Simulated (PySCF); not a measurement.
## BrOCl: bend–stretch map

Method: PBE0 in PySCF with Br def2-TZVP, O def2-TZVP, Cl def2-TZVP; no relativity; density-fitted integrals.

Rigid scan from the singlet minimum (Br–Cl 2.218 Å, Br–O 1.648 Å; Cl–Br–O 110.5°). Coordinate: rows scale both bonds, columns set the O–Br–Cl angle. Energies in kJ/mol from the minimum.

| scale \ angle | 90 | 105 | 120 | 135 | 150 | 165 | 180 |
| --- | --- | --- | --- | --- | --- | --- | --- |
| 0.94 | 80.8 | 38.7 | 45.4 | 85.7 | 150.3 | 226.8 | ? |
| 0.97 | 48.3 | ? | 15.6 | ? | 107.1 | 174.0 | 213.6 |
| 1.00 | 36.4 | 2.2 | 6.1 | 36.4 | 86.0 | ? | 179.2 |
| 1.03 | 39.7 | 8.9 | 11.7 | 38.1 | 81.7 | 133.3 | 163.8 |
| 1.06 | 54.3 | 26.6 | ? | 51.6 | 90.0 | 135.7 | 162.8 |
| 1.10 | 86.0 | 62.0 | 63.3 | 82.6 | 115.3 | 154.5 | 178.0 |

Question: Fill in the five missing cells, row by row.

Answer: 272.3, 10.5, 50.6, 144.7, 28.6.

The bond scale of lowest energy on the grid is 1.00 at 90°, 1.00 at 105°, 1.00 at 120°, 1.00 at 135°, 1.03 at 150°, 1.03 at 165°, 1.06 at 180°.

Other isomers or separated fragments may lie lower.

The scan took 87 s on 2 threads of a shared Arm Neoverse V1 host; the process peaked at 1 GiB.
